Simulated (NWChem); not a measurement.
System meant: SiH4SeO; SMILES [SeH]O[SiH3]

Here is an NWChem input.

```
start job
memory heap 200 mb stack 900 mb global 1100 mb
geometry units angstroms noautoz
  Se    -0.253721     1.020298     0.616002
  H     -0.435316     1.406397    -0.800470
  O     -0.971229    -0.636984     0.460142
  Si     0.039883    -1.907675     0.015903
  H      0.587593    -1.690018    -1.358012
  H     -0.820924    -3.123298     0.038810
  H      1.174597    -2.055839     0.975226
end
basis spherical
  * library def2-svp
end
dft
  odft
  mult 2
  xc b3lyp
  iterations 150
  mulliken
end
task dft energy
```

End of the output:

```
 Summary of "ao basis" -> "" (spherical)
 ------------------------------------------------------------------------------
       Tag                 Description            Shells   Functions and Types
 ---------------- ------------------------------  ------  ---------------------
 *                          def2-svp                  on all atoms

                                 NWChem DFT Module
                                 -----------------

 Summary of "ao basis" -> "ao basis" (spherical)
 ------------------------------------------------------------------------------
       Tag                 Description            Shells   Functions and Types
 ---------------- ------------------------------  ------  ---------------------
 Se                         def2-svp                12       32   5s4p3d
 H                          def2-svp                 3        5   2s1p
 O                          def2-svp                 6       14   3s2p1d
 Si                         def2-svp                 8       18   4s3p1d

 Summary of "ao basis" -> "ao basis" (spherical)
 ------------------------------------------------------------------------------
       Tag                 Description            Shells   Functions and Types
 ---------------- ------------------------------  ------  ---------------------
 Se                         def2-svp                12       32   5s4p3d
 H                          def2-svp                 3        5   2s1p
 O                          def2-svp                 6       14   3s2p1d
 Si                         def2-svp                 8       18   4s3p1d

  number of electrons :                   60
  multiplicity        :                    2
 ------------------------------------------------------------------------
  no. of electrons and multiplicity not compatible                  60
 ------------------------------------------------------------------------
 ------------------------------------------------------------------------
  current input line :
    22: task dft energy
 ------------------------------------------------------------------------
 ------------------------------------------------------------------------
 There is an error in the input file
 ------------------------------------------------------------------------
 For more information see the NWChem manual at https://nwchemgit.github.io

0: no. of electrons and multiplicity not compatible:Received an Error in Communication
```

Question: Can this run be used? If not, why, and what is the fix?

Answer: The input was rejected before any calculation. Cause: the multiplicity doesn't fit the number of electrons (an even count wants an odd multiplicity, and the reverse). This input runs:
```
start job
memory heap 200 mb stack 900 mb global 1100 mb
geometry units angstroms noautoz
  Se    -0.253721     1.020298     0.616002
  H     -0.435316     1.406397    -0.800470
  O     -0.971229    -0.636984     0.460142
  Si     0.039883    -1.907675     0.015903
  H      0.587593    -1.690018    -1.358012
  H     -0.820924    -3.123298     0.038810
  H      1.174597    -2.055839     0.975226
end
basis spherical
  Se library def2-svp
  H library def2-svp
  O library def2-svp
  Si library def2-svp
end
dft
  xc b3lyp
  iterations 150
  mulliken
end
task dft energy
```
It converges to -2768.27967 Ha (B3LYP/def2-SVP).
